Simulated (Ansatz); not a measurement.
Ansatz results at the PBE0-D4/def2-TZVP geometry: HOMO–LUMO gap (PBE/def2-TZVPP) 3.24 eV; HOMO energy (B3LYP/def2-TZVPP) -6.16 eV; HOMO energy (PBE/def2-TZVPP) -5.16 eV.

Each molecule was computed in one conformer, which needn't be the lowest.

(1) Which molecule gave them?
A. `C[N](C)[InH][Br]`
B. `C=C[CH2][InH2]`
C. `[SiH3][O][In]([SH])[Br]`
D. `CC(C)[NH][In]([Cl])[Cl]`

## Answers

(1) A. The others give `C=C[CH2][InH2]`: 3.69, -6.21, -5.45; `CC(C)[NH][In]([Cl])[Cl]`: 3.22, -7.07, -6.00; `[SiH3][O][In]([SH])[Br]`: 3.68, -7.92, -6.92.

B3LYP here is the variant with VWN-RPA as its local correlation; programs differ in this.
